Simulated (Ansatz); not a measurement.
Born–Oppenheimer molecular dynamics of C$_{2}$H$_{8}$FNSi (13 atoms, charge 0, multiplicity 1). It starts from a rough guess of a transition structure, not a stationary point.

Method: UKS PBE0-D4/STO-3G (Ansatz).

```json
{
 "ensemble": "NVE (velocity Verlet)",
 "time step": "0.5 fs",
 "steps asked": "150",
 "starting velocities drawn for": "100 K",
 "seed": "42054"
}
```

First frame:

```xyz
13
Properties=species:S:1:pos:R:3
Si -0.561 1.299 0.248
F 0.354 2.243 -1.253
N 0.235 -0.155 0.359
C 0.240 -1.346 1.151
C 0.213 -0.242 -1.096
H 0.362 1.061 -1.550
H -1.895 1.452 -0.314
H -0.199 2.236 1.295
H 1.156 -1.908 0.949
H 0.207 -1.083 2.207
H -0.616 -1.991 0.921
H -0.628 -0.828 -1.481
H 1.132 -0.738 -1.436
```

(1) How far do the bonds stretch over the last three quarters of this one trajectory? (Pairs bonded in most of those frames.)

Answers

(1) 
| bond | mean (Å) | spread (Å) | shortest | longest |
| --- | --- | --- | --- | --- |
| Si1–F2 | 1.660 | 0.133 | 1.46 | 1.86 |
| Si1–N3 | 1.798 | 0.076 | 1.71 | 1.92 |
| Si1–H7 | 1.466 | 0.009 | 1.44 | 1.48 |
| Si1–H8 | 1.461 | 0.023 | 1.42 | 1.50 |
| N3–C4 | 1.484 | 0.034 | 1.43 | 1.54 |
| N3–C5 | 1.494 | 0.038 | 1.42 | 1.56 |
| C4–H9 | 1.105 | 0.013 | 1.08 | 1.13 |
| C4–H10 | 1.102 | 0.018 | 1.07 | 1.13 |
| C4–H11 | 1.111 | 0.020 | 1.08 | 1.14 |
| C5–H6 | 1.123 | 0.082 | 0.99 | 1.25 |
| C5–H12 | 1.114 | 0.036 | 1.05 | 1.18 |
| C5–H13 | 1.113 | 0.055 | 1.02 | 1.21 |

Mean temperature of the second half: 1300 K. The conserved energy stayed within 0.7 meV per atom of its start (net change 0.25 meV per atom), so the integration is sound. The system heated up, since it started high on the potential surface and ran downhill. A run of 0.075 ps of so small a system gives no equilibrium averages. The orbitals stay closed-shell, which can raise the energy where a bond breaks towards radicals; this wasn't checked here. Limits of this set-up: minimal basis.

The run took 9.8 min on 1 thread of Arm Neoverse V1, on a shared host, peak memory 0.14 GiB.
